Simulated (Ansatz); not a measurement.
One change: `FCOC[SiH3]` becomes `NCOCF`.

Ansatz, PBE0-D4/def2-TZVP geometries, multiplicity 1. Each molecule was computed in one conformer, which needn't be the lowest.

```
                             property  `FCOC[SiH3]`
  HOMO energy (B3LYP/def2-TZVPP) / eV         -7.77
   LUMO energy (PBE0/def2-TZVPP) / eV          0.67
    HOMO energy (PBE/def2-TZVPP) / eV         -6.54
HOMO energy (ωB97M-V/def2-TZVPP) / eV        -10.30
  HOMO–LUMO gap (PBE/def2-TZVPP) / eV          6.40
   HOMO energy (PBE0/def2-TZVPP) / eV         -7.99
```

Task: Give the same properties after the change, and the shifts. (An estimate is asked.)

Result: Ansatz gave: 
| property | `NCOCF` | shift |
| --- | --- | --- |
| HOMO energy (B3LYP/def2-TZVPP) / eV | -7.50 | 0.27 |
| LUMO energy (PBE0/def2-TZVPP) / eV | 1.20 | 0.53 |
| HOMO energy (PBE/def2-TZVPP) / eV | -6.23 | 0.31 |
| HOMO energy (ωB97M-V/def2-TZVPP) / eV | -10.18 | 0.12 |
| HOMO–LUMO gap (PBE/def2-TZVPP) / eV | 6.59 | 0.19 |
| HOMO energy (PBE0/def2-TZVPP) / eV | -7.75 | 0.24 |

With PBE0 the HOMO rises by 0.24 eV and the LUMO rises by 0.53 eV, so the gap widens by about 0.29 eV. PBE moves the HOMO by 0.31 eV and ωB97M-V by 0.12 eV.

B3LYP here is the variant with VWN-RPA as its local correlation; programs differ in this.
